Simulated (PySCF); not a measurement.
Si(CCH)(Cl)2(H) (C2H2Cl2Si), SMILES C#C[SiH](Cl)Cl. Heavy atoms are numbered as in [SiH:1]([Cl:2])([Cl:3])[C:4]#[CH:5]. Hydrogens are named by the atom that carries them.

Geometry: B3LYP-D3(BJ)/def2-SVP.

The numbers are results of PBE/pcSseg-1 run with PySCF, not measurements.

GIAO shieldings, no solvent; atoms alike by connectivity are averaged. δ = σ(ref) − σ: ²⁹Si against TMS (σ = 335.4 ppm); ³⁵Cl against HCl (σ = 936.5 ppm); ¹³C against TMS (σ = 182.0 ppm); ¹H against TMS (σ = 31.49 ppm), references at their B3LYP-D3(BJ)/def2-TZVP geometries, non-relativistic (without spin–orbit terms, shifts of atoms bonded to Cl or Br come out too high).

Task: Estimate the chemical shifts. (The exact figures need the calculation; the answer reports its results.)

Result: 
```
nucleus      atoms  count  δ (ppm)
-------  ---------  -----  -------
²⁹Si     Si1 (SiH)      1    -14.0
³⁵Cl           Cl2      2    113.6
¹³C        C5 (CH)      1    104.3
¹³C             C4      1     86.6
¹H        H on Si1      1     6.14
¹H         H on C5      1     2.90
```
